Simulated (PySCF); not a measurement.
All values below come from PySCF with TPSSh-D3(BJ)/def2-TZVP // PBE-D3(BJ)/def2-SVP. All species are isolated molecules in the gas phase. One relaxed conformer stands for a flexible species; it need not be the lowest. 

Reference species: [Cd(NH2)(Cl)] (neutral, multiplicity 1).

```yaml
coordination_number: 2
mean_distance_from_the_central_atom_to_its_bonded_neighbours: 2.164 Å
```

Changed species: [Cd(NH2)(F)] (Y = F; the reference has Y = Cl).

Question: Predict the effect on the coordination number and mean distance from the central atom to its bonded neighbours.

Answer: the coordination number hardly moves; the mean distance from the central atom to its bonded neighbours falls by 0.183 Å, to 1.981 Å.
